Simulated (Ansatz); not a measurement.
Reaction (substitution at a C–C bond): `CC[Si](N)(O)Br` + `BB(C)O` → `BB(C)OC` + `C[Si](N)(O)Br`

Calculated with Ansatz (gas phase, PBE0-D4/def2-TZVP geometries, no zero-point term in ΔE). CBS: MP2 limit from def2 TZ/QZ plus the TZ coupled-cluster correction, frozen cores. DFT in def2-TZVPP. For Br outer-core shells are correlated without core-valence functions, which leaves a few kJ/mol of doubt a bond. Scalar relativity is left out up to krypton. One conformer a species, not always the lowest.

| level | ΔE (kJ/mol) | difference from CCSD(T)/CBS |
| --- | --- | --- |
| PBE-D4 | 34.9 | -3.9 |
| PBE0-D4 | 36.8 | -2.0 |
| ωB97X-V | 34.4 | -4.4 |
| ωB97M-V | 36.3 | -2.5 |
| B2PLYP | 33.4 | -5.4 |
| PBE | 33.2 | -5.6 |
| HF/def2-TZVPP | 28.1 | -10.7 |
| MP2/def2-TZVPP | 42.6 | 3.8 |
| SCS-MP2/def2-TZVPP | 38.0 | -0.8 |
| CCSD/def2-TZVPP | 37.2 | -1.6 |
| CCSD(T)/def2-TZVPP | 37.4 | -1.4 |
| HF/def2-QZVPP | 27.5 | -11.3 |
| MP2/def2-QZVPP | 43.1 | 4.3 |
| SCS-MP2/def2-QZVPP | 38.8 | 0.0 |
| HF/CBS(def2) | 27.4 | -11.4 |
| CCSD/CBS(def2) | 38.5 | -0.3 |
| CCSD(T)/CBS | 38.8 | 0 |

Largest T1 diagnostic among the species: 0.013.

In def2-TZVPP, CCSD(T) changes the Hartree–Fock value by +9.3 kJ/mol (the triples alone add +0.2 kJ/mol) and MP2 by +14.5 kJ/mol.
